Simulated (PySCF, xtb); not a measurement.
B(OH) (BHO), SMILES O[B] (connectivity only; charge and spin as stated), neutral, multiplicity 1.

GFN2-xTB (xtb) at its own geometry gives an orbital gap of 4.36 eV and a dipole moment of 4.19 D.

Coordinates come from a PBE0-D3(BJ)/def2-TZVPD optimisation. A frequency run showed that this geometry is not a minimum.

Problem. What does M06-2X/def2-TZVPD (PySCF) give? (An estimate is asked for; the answer gives what the named calculation found.)

Solution. gap 7.70 eV (levels -7.97 and -0.28 eV), dipole 3.73 D.
